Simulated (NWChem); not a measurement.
The numbers come from NWChem runs, not from measurements. System: Cl₂Sn, charge 0, spin multiplicity 1, at a geometry optimised with PBE/def2-SVP with def2 effective core potentials on Sn. The structure started from a generated list of species. Level: G0W0@PBE/def2-TZVPP with def2 effective core potentials on Sn, RI basis def2-tzvpp-rifit, no spin-orbit coupling.

NWChem printed:

```
             Northwest Computational Chemistry Package (NWChem) 7.3.0
             --------------------------------------------------------

                                NWChem Input Module
                                -------------------

 Scaling coordinates for geometry "geometry" by  1.889725989
 (inverse scale =  0.529177249)

 Turning off AUTOSYM since
 SYMMETRY directive was detected!

                             Geometry "geometry" -> ""
                             -------------------------

 Output coordinates in angstroms (scale by  1.889725989 to convert to a.u.)

  No.       Tag          Charge          X              Y              Z
 ---- ---------------- ---------- -------------- -------------- --------------
    1 Sn                  50.0000     0.00000000     0.00000000     0.62664500
    2 Cl                  17.0000     1.84923900     0.00000000    -0.92153700
    3 Cl                  17.0000    -1.84923900     0.00000000    -0.92153700

 Effective nuclear repulsion energy (a.u.)     414.3572851231

            Nuclear Dipole moment (a.u.)
            ----------------------------
        X                 Y               Z
 ---------------- ---------------- ----------------
     0.0000000000     0.0000000000    -0.0000151178

      Symmetry information
      --------------------

 Group name             C2v
 Group number             16
 Group order               4
 No. of unique centers     2

      Symmetry unique atoms

     1    2


 Summary of "ao basis" -> "" (spherical)
 ------------------------------------------------------------------------------
       Tag                 Description            Shells   Functions and Types
 ---------------- ------------------------------  ------  ---------------------
 *                         def2-tzvpp                 on all atoms

 Summary of "ri basis" -> "" (spherical)
 ------------------------------------------------------------------------------
       Tag                 Description            Shells   Functions and Types
 ---------------- ------------------------------  ------  ---------------------
 *                      def2-tzvpp-rifit              on all atoms

  pbe96 is a nonlocal functional; adding pw91lda local functional.

                                 NWChem DFT Module
                                 -----------------

 Summary of "ao basis" -> "ao basis" (spherical)
 ------------------------------------------------------------------------------
       Tag                 Description            Shells   Functions and Types
 ---------------- ------------------------------  ------  ---------------------
 Sn                        def2-tzvpp               16       50   6s5p3d2f
 Cl                        def2-tzvpp               14       42   5s5p3d1f

 Summary of "ao basis" -> "ao basis" (spherical)
 ------------------------------------------------------------------------------
       Tag                 Description            Shells   Functions and Types
 ---------------- ------------------------------  ------  ---------------------
 Sn                        def2-tzvpp               16       50   6s5p3d2f
 Cl                        def2-tzvpp               14       42   5s5p3d1f

      Symmetry analysis of basis
      --------------------------

        a1         49
        a2         19
        b1         40
        b2         26

            General Information
            -------------------
          SCF calculation type: DFT
          Wavefunction type:  closed shell.
          No. of atoms     :     3
          No. of electrons :    56
           Alpha electrons :    28
            Beta electrons :    28
          Charge           :     0
          Spin multiplicity:     1
          Use of symmetry is: on ; symmetry adaption is: on
          Maximum number of iterations: 100
          This is a Direct SCF calculation.
          AO basis - number of functions:   134
                     number of shells:    44
          Convergence on energy requested:  1.00D-06
          Convergence on density requested:  1.00D-05
          Convergence on gradient requested:  5.00D-04

              XC Information
              --------------
[...]
  ----- ------------  ---------------      ----- ------------  ---------------
    66      0.378381  2 Cl py               108     -0.378381  3 Cl py
    69      0.256296  2 Cl py               111     -0.256296  3 Cl py
    63      0.180028  2 Cl py               105     -0.180028  3 Cl py
    57     -0.148485  2 Cl py                99      0.148485  3 Cl py
    60     -0.067244  2 Cl py               102      0.067244  3 Cl py

 Vector   27  Occ=2.000000D+00  E=-2.695940D-01  Symmetry=b1
              MO Center=  5.1D-14,  2.1D-15, -8.7D-01, r^2= 4.7D+00
   Bfn.  Coefficient  Atom+Function         Bfn.  Coefficient  Atom+Function
  ----- ------------  ---------------      ----- ------------  ---------------
    65      0.316202  2 Cl px               107      0.316202  3 Cl px
    67      0.225372  2 Cl pz               109     -0.225372  3 Cl pz
    68      0.208889  2 Cl px               110      0.208889  3 Cl px
    70      0.152721  2 Cl pz               112     -0.152721  3 Cl pz
    62      0.148824  2 Cl px               104      0.148824  3 Cl px

 Vector   28  Occ=2.000000D+00  E=-2.575728D-01  Symmetry=a1
              MO Center=  5.1D-15, -1.3D-14, -1.9D-01, r^2= 4.9D+00
   Bfn.  Coefficient  Atom+Function         Bfn.  Coefficient  Atom+Function
  ----- ------------  ---------------      ----- ------------  ---------------
     5      0.357593  1 Sn s                  6      0.353016  1 Sn s
    67     -0.320815  2 Cl pz               109     -0.320815  3 Cl pz
     2      0.277167  1 Sn s                  3     -0.234475  1 Sn s
    70     -0.228401  2 Cl pz               112     -0.228401  3 Cl pz
     1     -0.175098  1 Sn s                 12     -0.162350  1 Sn pz

 Vector   29  Occ=0.000000D+00  E=-1.428929D-01  Symmetry=b2
              MO Center= -7.0D-15,  2.7D-14,  5.1D-01, r^2= 3.7D+00
   Bfn.  Coefficient  Atom+Function         Bfn.  Coefficient  Atom+Function
  ----- ------------  ---------------      ----- ------------  ---------------
    17      0.558340  1 Sn py                11     -0.364151  1 Sn py
    14      0.351134  1 Sn py                20      0.259657  1 Sn py
    69     -0.161277  2 Cl py               111     -0.161277  3 Cl py
    66     -0.154771  2 Cl py               108     -0.154771  3 Cl py
    63     -0.084057  2 Cl py               105     -0.084057  3 Cl py

 Vector   30  Occ=0.000000D+00  E=-6.151765D-02  Symmetry=a1
              MO Center=  5.9D-16, -1.3D-14,  4.0D-01, r^2= 5.1D+00
   Bfn.  Coefficient  Atom+Function         Bfn.  Coefficient  Atom+Function
  ----- ------------  ---------------      ----- ------------  ---------------
    21     -0.473844  1 Sn pz                 5      0.465571  1 Sn s
    18     -0.462769  1 Sn pz                15     -0.298571  1 Sn pz
    12      0.293872  1 Sn pz                68      0.242142  2 Cl px
   110     -0.242142  3 Cl px                 2      0.219004  1 Sn s
    55     -0.215845  2 Cl s                 97     -0.215845  3 Cl s

 Vector   31  Occ=0.000000D+00  E=-6.138632D-02  Symmetry=b1
              MO Center=  5.8D-15, -2.0D-15,  6.8D-01, r^2= 4.9D+00
   Bfn.  Coefficient  Atom+Function         Bfn.  Coefficient  Atom+Function
  ----- ------------  ---------------      ----- ------------  ---------------
    19      0.508188  1 Sn px                16      0.469804  1 Sn px
    13      0.316809  1 Sn px                10     -0.310268  1 Sn px
    55     -0.205356  2 Cl s                 97      0.205356  3 Cl s
    70     -0.193130  2 Cl pz               112      0.193130  3 Cl pz
    67     -0.167148  2 Cl pz               109      0.167148  3 Cl pz

 center of mass
 --------------
 x =   0.00000000 y =   0.00000000 z =   0.09489294

 moments of inertia (a.u.)
 ------------------
         375.739243752824           0.000000000000           0.000000000000
           0.000000000000        1229.812465559010           0.000000000000
           0.000000000000           0.000000000000         854.073221806187

     Multipole analysis of the density
     ---------------------------------

     L   x y z        total         alpha         beta         nuclear
     -   - - -        -----         -----         ----         -------
     0   0 0 0     -0.000000    -28.000000    -28.000000     56.000000

     1   1 0 0      0.000000      0.000000      0.000000      0.000000
     1   0 1 0     -0.000000     -0.000000     -0.000000      0.000000
     1   0 0 1      1.299386     17.228323     17.228323    -33.157261

     2   2 0 0    -41.601133   -228.403115   -228.403115    415.205097
     2   1 1 0      0.000000      0.000000      0.000000      0.000000
     2   1 0 1     -0.000000     -0.000000     -0.000000      0.000000
     2   0 2 0    -34.621527    -17.310763    -17.310763      0.000000
     2   0 1 1      0.000000      0.000000      0.000000      0.000000
     2   0 0 2    -36.854338    -85.407626    -85.407626    133.960914

 Task  times  cpu:       17.5s     wall:       17.5s

                                NWChem Input Module
                                -------------------

                                 NWChem GW Module
                                 ----------------

                             ***********************
                             ***        GW       ***
                             ***********************

 Summary of "ri basis" -> "ri basis" (spherical)
 ------------------------------------------------------------------------------
       Tag                 Description            Shells   Functions and Types
 ---------------- ------------------------------  ------  ---------------------
 Sn                     def2-tzvpp-rifit            38      184   9s8p8d6f4g3h
 Cl                     def2-tzvpp-rifit            33      123   11s8p7d5f2g

                 Memory Information
                 ------------------
          Available GA per process is          1699.9 MBs
          Available stack per process is        700.0 MBs
          Available heap per process is           0.0 MBs

          Peak memory in Initialization
              Peak GA per process is                 14.6 MBs
              Peak stack per process is               0.2 MBs
              Peak heap per process is               15.4 MBs
              Memory not in MA per process            0.0 MBs

          Peak memory in AFF Calculation
              Peak GA per process is                 89.9 MBs
              Peak stack per process is              67.2 MBs
              Peak heap per process is                0.0 MBs
              Memory not in MA per process           67.2 MBs

          Computing 2-center integrals
          Computing Inverse Cholesky factor
          Computing 3-center integrals
          Computing V_xc ...

          Computing Sigma_x
          Computing RPA polarizability
          Solving quasiparticle equations

                  Alpha Orbitals
          State     Energy (eV)     Error (eV)
          -----------------------------------
@GW        25        -10.422           0.005
@GW        26        -10.101           0.002
@GW        27        -10.021           0.002
@GW        28         -9.663           0.002
@GW        29         -1.448           0.002
@GW        30          0.873           0.002

   Applying  -2.6542 eV scissor-shift to rest of particle states

   Applying   2.4401 eV scissor-shift to rest of hole states

     GW Timing Statistics
   ------------------------
   Init.   :          0.2s
     ERIs  :          2.5s
     Distr.:          0.0s
     Vxc   :          0.2s
   Sigma_x :          0.0s
   RPA     :          7.7s
   Wmn     :          0.1s
   Sigma_c :          0.1s
   GW total:         10.8s

 Task  times  cpu:       10.8s     wall:       10.8s

 Total times  cpu:       28.4s     wall:       28.4s
```

**Question.** Write an NWChem input that would produce this output.

**Answer.** One answer among several that fit: 
```
start mol
memory heap 200 mb stack 700 mb global 1700 mb
geometry units angstroms nocenter noautoz
  Sn     0.000000     0.000000     0.626645
  Cl     1.849239     0.000000    -0.921537
  Cl    -1.849239     0.000000    -0.921537
  symmetry group C2v
end
basis spherical
  * library def2-tzvpp
end
ecp
  Sn library def2-ecp
end
basis "ri basis" bse spherical
  * library def2-tzvpp-rifit
end
dft
  xc xpbe96 cpbe96
  iterations 100
  direct
  tolerances tight
end
task dft energy
gw
  states alpha occ 4 vir 2
end
task dft gw
```
